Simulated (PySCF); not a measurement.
**UHF on Ta (tantalum, neutral)**

Configuration: [Xe] 4f14 5d2 6s2 6p1, one real determinant (an excited configuration). Calculation: PySCF 2.14, in aug-cc-pVTZ-PP with one added diffuse shell each of s, p, d, f, g type with ECP60MDF (7s7p6d4f3g, 113 functions); scalar relativity through the core potential.

- Total energy: -56.663977 hartree
- One-electron energy: -94.0232 hartree
- Hartree (Coulomb) energy: 43.3898 hartree
- Exchange energy: -6.0306 hartree
- ⟨S²⟩: 4.4162
- ⟨L²⟩: 15.835
- Sum of ⟨r⟩: 24.90 bohr
- Sum of ⟨r²⟩: 68.71 bohr²
- Traceless quadrupole moment −½Σ⟨3z² − r²⟩ along its main axis: -9.64 e·bohr²
- Time after the integrals: about 7 core-seconds

| shell | electrons | mean orbital energy (eV) | spread (eV) | rms radius, mean of both spins (bohr) |
| --- | --- | --- | --- | --- |
| 5s α | 1 | -89.868 | 0 | 1.19 |
| 5s β | 1 | -88.036 | 0 | 1.19 |
| 5p α | 3 | -51.648 | 0.720 | 1.39 |
| 5p β | 3 | -48.943 | 0.932 | 1.39 |
| 5d α | 2 | -11.104 | 0.699 | 2.26 |
| 6s α | 1 | -9.995 | 0 | 3.33 |
| 6s β | 1 | -8.396 | 0 | 3.33 |
| 6p α | 1 | -5.031 | 0 | 4.68 |

⟨L²⟩ = 15.84 against 20 for a pure G term, so this real determinant mixes terms. Energies and moments cover only the electrons outside the core potential. Spin-orbit coupling, absent here, splits the open shell strongly. ⟨S²⟩ = 4.42 against 3.75 shows spin contamination. The s, p, d and f populations moved away from the nominal configuration during the SCF.
